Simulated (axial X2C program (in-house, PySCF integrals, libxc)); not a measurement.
## Worked dissociation energy of YO⁻: PBE50, scalar-relativistic

Computed with an in-house all-electron X2C program for linear molecules (integrals from PySCF). Spin-free means the one-electron spin-free X2C Hamiltonian. Basis: Y dyall-acv3z [12s13p10d6f3g], O dyall-av3z [7s6p3d2f] (cores contracted in-house); Gaussian nuclei, density fitting, unrestricted open shells. Masses: Y 88.906 u, O 15.995 u.

Molecular state: M_S = 0, Λ = 0 (closed shell).

| Item | Value |
| --- | --- |
| E(Y) (2M_S = 1, M_L = 0) | -3384.711609 hartree |
| E(O-) (2M_S = 1, M_L = 0) | -75.122780 hartree |
| E(YO⁻) at Re | -3460.084865 hartree |
| ωe | 851.0 cm⁻¹ |
| ωexe | 2.49 cm⁻¹ |

Problem. Work out De and D0.

Solution. De = -3384.711609 + (-75.122780) − (-3460.084865) = 0.25048 hartree = 6.816 eV. The zero-point energy is ωe/2 − ωexe/4 = 425 cm⁻¹ = 0.053 eV, so D0 = 6.763 eV.

The state is one determinant whose occupation by symmetry is held fixed; it was picked as the lowest of a PBE0 search that is not exhaustive. The closed shell is kept restricted, so the energy runs too high when the bond is stretched far. Dissociation energies refer to the lowest single-determinant-based atoms at the same level and basis.

Each atomic determinant is the lowest at this level and need not be a pure term. Totals compare only within one Hamiltonian and basis.
